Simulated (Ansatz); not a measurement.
Total energies of `NC[SiH2]O`.

```xyz
11

N    -1.1834   -0.5883    0.5904
C    -0.2230   -0.6826   -0.5154
Si    0.9123    0.8110   -0.3595
O     1.3614    0.8910    1.2223
H    -1.7066   -1.4475    0.7023
H    -1.8585    0.1461    0.4157
H    -0.6739   -0.7841   -1.5127
H     0.3953   -1.5720   -0.3563
H     0.1629    2.0348   -0.7720
H     2.1317    0.6934   -1.1984
H     0.6818    0.4981    1.7836
```

Total charge 0; spin multiplicity 1. The geometry is a stationary point of PBE0-D4/def2-TZVP. It is one conformer, not always the lowest. Basis def2-TZVPP, Ansatz.

RPA on PBE orbitals: Hartree–Fock energy of these orbitals -460.26698 Eh, correlation -1.25381 Eh (frozen core).

| functional | energy without D4 (Eh) | D4 term (kJ/mol) |
| --- | --- | --- |
| PBE0 | -461.59098 | -15.8 |
| r2SCANh | -461.77780 | -4.8 |

Give the same for LDA (SPW92), PBE, revPBE, BLYP, r2SCAN, B97M-V, B3LYP, r2SCAN0, HSE06 (plane-wave form), BHLYP, CAM-B3LYP, LC-ωPBE, ωB97X-V, ωB97M-V, B2PLYP, PBE-QIDH. (Best estimate.)

Computed: 
| functional | energy without D4 (Eh) | D4 term (kJ/mol) |
| --- | --- | --- |
| LDA (SPW92) | -459.35588 | – |
| PBE | -461.54856 | -18.8 |
| revPBE | -461.78888 | -61.7 |
| BLYP | -461.84491 | -42.2 |
| r2SCAN | -461.78790 | -4.6 |
| B97M-V | -461.80128 | – |
| B3LYP | -461.93784 | -30.3 |
| r2SCAN0 | -461.76358 | -5.3 |
| HSE06 (plane-wave form) | -461.57535 | -14.6 |
| BHLYP | -461.81455 | -21.9 |
| CAM-B3LYP | -461.84597 | -15.8 |
| LC-ωPBE | -461.72248 | – |
| ωB97X-V | -461.80971 | – |
| ωB97M-V | -461.81468 | – |
| B2PLYP | -461.65713 | – |
| PBE-QIDH | -461.48657 | – |

B3LYP takes the VWN-RPA correlation (the form of Gaussian; ORCA's B3LYP/G). HSE06 is the plane-wave form, built on full-range PBE exchange. The double hybrids freeze the cores in their second-order part.

LC-ωPBE has ω = 0.4 bohr⁻¹.
